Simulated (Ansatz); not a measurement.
Basis sets compared for Cr(NH2)3 (CrN₃H₆). The state is a quartet with charge 0. Geometry r2SCAN-D4/def2-SVP. Ansatz on 4 threads of Intel Xeon 6975P-C on a shared host; times are rough, and most runs start from earlier orbitals.

Cartesian coordinates in Å:
```
Cr 0.000 0.000 0.000
N -1.558 0.963 -0.097
H -2.086 1.315 0.700
H -2.033 1.232 -0.958
N 1.568 0.728 -0.612
H 2.096 0.399 -1.419
H 2.051 1.525 -0.198
N -0.011 -1.691 0.709
H -0.472 -2.501 0.297
H 0.443 -1.970 1.578
```

The 6-31G sets use Cartesian d functions.

Binding counts from free atoms (Cr septet, N quartet, H doublet) in the same basis, without a counterpoise term.

```json
{"level": "HF/STO-3G", "functions": "39", "energy (Eh)": "-1197.1891", "HOMO (eV)": "-6.59", "LUMO (eV)": "8.70", "binding per atom (eV)": "2.78", "wall time": "0.25 s"}
{"level": "HF/6-31G", "functions": "68", "energy (Eh)": "-1210.0157", "HOMO (eV)": "-8.72", "LUMO (eV)": "2.21", "binding per atom (eV)": "1.85", "wall time": "0.55 s"}
{"level": "PBE-D4/def2-SVP", "functions": "103", "energy (Eh)": "-1211.6921", "HOMO (eV)": "-4.31", "LUMO (eV)": "-1.69", "binding per atom (eV)": "3.42", "wall time": "1.4 s"}
{"level": "PBE-D4/def2-TZVP (with forces)", "functions": "174", "energy (Eh)": "-1212.0523", "HOMO (eV)": "-4.66", "LUMO (eV)": "-2.10", "binding per atom (eV)": "3.43", "wall time": "1.9 s"}
{"level": "r2SCAN-D4/def2-TZVP (with forces)", "functions": "174", "energy (Eh)": "-1212.3549", "HOMO (eV)": "-5.05", "LUMO (eV)": "-1.96", "binding per atom (eV)": "3.26", "wall time": "3.2 s"}
{"level": "PBE0-D4/def2-SVP", "functions": "103", "energy (Eh)": "-1211.6998", "HOMO (eV)": "-5.66", "LUMO (eV)": "-0.65", "binding per atom (eV)": "3.21", "wall time": "1.4 s"}
{"level": "PBE0-D4/def2-TZVP", "functions": "174", "energy (Eh)": "-1212.0545", "HOMO (eV)": "-6.06", "LUMO (eV)": "-0.92", "binding per atom (eV)": "3.24", "wall time": "2.5 s"}
```

(1) Estimate the rows for PBE-D4/def2-TZVPD, r2SCAN-D4/def2-TZVPD, PBE0-D4/def2-TZVPD.

Answers

(1) 
```csv
level,functions,energy (Eh),HOMO (eV),LUMO (eV),binding per atom (eV),wall time
PBE-D4/def2-TZVPD,213,-1212.0560,-4.74,-2.18,3.44,2.3 s
r2SCAN-D4/def2-TZVPD,213,-1212.3575,-5.11,-2.05,3.27,3.8 s
PBE0-D4/def2-TZVPD,213,-1212.0576,-6.14,-1.04,3.25,3.9 s
```
